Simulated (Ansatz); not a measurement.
Born–Oppenheimer molecular dynamics of CH$_{3}$AlOS (7 atoms, charge 0, multiplicity 1). It starts at the highest image of a converged band. Of that band: Neighbouring images differ by up to 1.6 eV, so the band resolves the path poorly. A vibrational analysis at the climbing image gives one clearly imaginary mode, 1406i cm⁻¹: a first-order saddle point.

Computed with RKS B3LYP/def2-SVP (Ansatz).

```
ensemble                      : NVE (velocity Verlet)
time step                     : 0.5 fs
steps asked                   : 200
starting velocities drawn for : 100 K
seed                          : 9482
```

First frame:

```xyz
7
Properties=species:S:1:pos:R:3
C -0.346 0.637 -0.011
O 0.163 -0.268 0.943
Al 0.346 -1.764 -0.209
S -0.615 -0.314 -1.616
H 0.345 1.471 -0.210
H -1.297 1.050 0.365
H 1.466 -0.879 0.692
```

Task: How far do the bonds stretch over the last three quarters of this one trajectory? (Pairs bonded in most of those frames.)

Result: 
| bond | mean (Å) | spread (Å) | shortest | longest |
| --- | --- | --- | --- | --- |
| C1–O2 | 1.424 | 0.036 | 1.37 | 1.52 |
| C1–S4 | 1.849 | 0.042 | 1.78 | 1.94 |
| C1–H5 | 1.102 | 0.013 | 1.08 | 1.13 |
| C1–H6 | 1.104 | 0.006 | 1.09 | 1.12 |
| O2–H7 | 1.033 | 0.126 | 0.83 | 1.21 |
| Al3–S4 | 2.336 | 0.138 | 2.11 | 2.49 |

Mean temperature of the second half: 1458 K. The conserved energy stayed within 2.6 meV per atom of its start (net change -2 meV per atom), so the integration is sound. The kinetic energy rose, since the run started high on the potential surface and went downhill. A run of 0.1 ps of so small a system gives no equilibrium averages. The orbitals stay closed-shell, which can raise the energy where a bond breaks towards radicals; this wasn't checked here.

Run time: 16 min on 1 thread of Arm Neoverse N1, with other jobs on the host, peak memory 0.16 GiB.
